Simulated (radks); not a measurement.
Spherical quantum dot in the effective-mass picture: electrons in a parabolic well V = omega^2 r^2 / 2 with omega = 1.34, with a point charge +1 (a donor) at the centre, all in effective atomic units (hartree* = m*/eps^2 hartree, bohr* = eps/m* bohr), one dielectric constant everywhere. Method: non-relativistic Kohn-Sham, PBE, spin-polarised, spherical densities; computed with a radial shooting solver with Libxc functionals. Levels are named by radial order and angular momentum (1s, 1p, 1d, 2s, ...), and open shells are averaged over m. Results are scaled to m* = 0.628 and eps = 15.1, for which hartree* = 74.95 meV and bohr* = 1.272 nm. Each electron was tried in the lowest free levels, single moves between levels near the top were tried too, and the lowest total energy was kept; such a search can miss a lower state. At N = 1 the Hartree and exchange-correlation terms need not cancel, so that row can carry a self-interaction error.

\begin{tabular}{lrrrrrr}
N & open shells & 2S & mu = E(N) - E(N-1) (meV) & addition energy mu(N+1) - mu(N) (meV) & e(HOMO) (meV) & rms radius (nm) \\ \hline
1 & 1s(up 1, down 0) & 1 & 39.799 & 79.81 & 70.810 & 1.117 \\
2 & none & 0 & 119.61 & 172.6 & 147.63 & 1.202 \\
3 & 1p(up 1, down 0) & 1 & 292.17 & 42.55 & 313.09 & 1.431 \\
4 & 1p(up 2, down 0) & 2 & 334.72 & 43.49 & 356.47 & 1.554 \\
5 & 1p(up 3, down 0) & 3 & 378.21 & 56.44 & 399.88 & 1.641 \\
6 & 1p(up 3, down 1) & 2 & 434.65 & 38.76 & 453.77 & 1.715 \\
7 & 1p(up 3, down 2) & 1 & 473.41 & 39.54 & 493.16 & 1.777 \\
8 & none & 0 & 512.95 & 102.6 & 532.70 & 1.831 \\
9 & 2s(up 1, down 0) & 1 & 615.52 & 41.05 & 633.29 & 1.909 \\
10 & none & 0 & 656.56 & 42.93 & 674.07 & 1.976 \\
11 & 1d(up 1, down 0) & 1 & 699.49 & 33.41 & 716.21 & 2.035 \\
12 & 1d(up 2, down 0) & 2 & 732.90 & 33.25 & 749.56 & 2.088 \\
13 & 1d(up 3, down 0) & 3 & 766.15 & 33.01 & 782.70 & 2.136 \\
14 & 1d(up 4, down 0) & 4 & 799.16 & 32.72 & 815.57 & 2.180 \\
15 & 1d(up 5, down 0) & 5 & 831.88 & 41.20 & 848.14 & 2.221 \\
16 & 1d(up 5, down 1) & 4 & 873.08 & 31.03 & 888.60 & 2.260 \\
17 & 1d(up 5, down 2) & 3 & 904.11 & 30.94 & 919.60 & 2.297 \\
18 & 1d(up 5, down 3) & 2 & 935.05 & 30.78 & 950.47 & 2.332 \\
19 & 1d(up 5, down 4) & 1 & 965.83 & 30.58 & 981.16 & 2.366 \\
20 & none & 0 & 996.41 & 92.39 & 1011.6 & 2.398 \\
21 & 1f(up 1, down 0) & 1 & 1088.8 & 28.09 & 1102.9 & 2.438 \\
22 & 1f(up 2, down 0) & 2 & 1116.9 & 27.97 & 1130.9 & 2.475 \\
23 & 1f(up 3, down 0) & 3 & 1144.9 & - & 1158.8 & 2.510 \\
\end{tabular}

All shells are closed at N = 2, 8, 10, 20 (there: 1s2 1p6 1d10 2s2); the second difference of the energy has clear peaks (12 % above both neighbours; the first and last values, which can be the largest, are not judged, and half-filled shells can peak too) at N = 2, 5, 8, 15, 20.
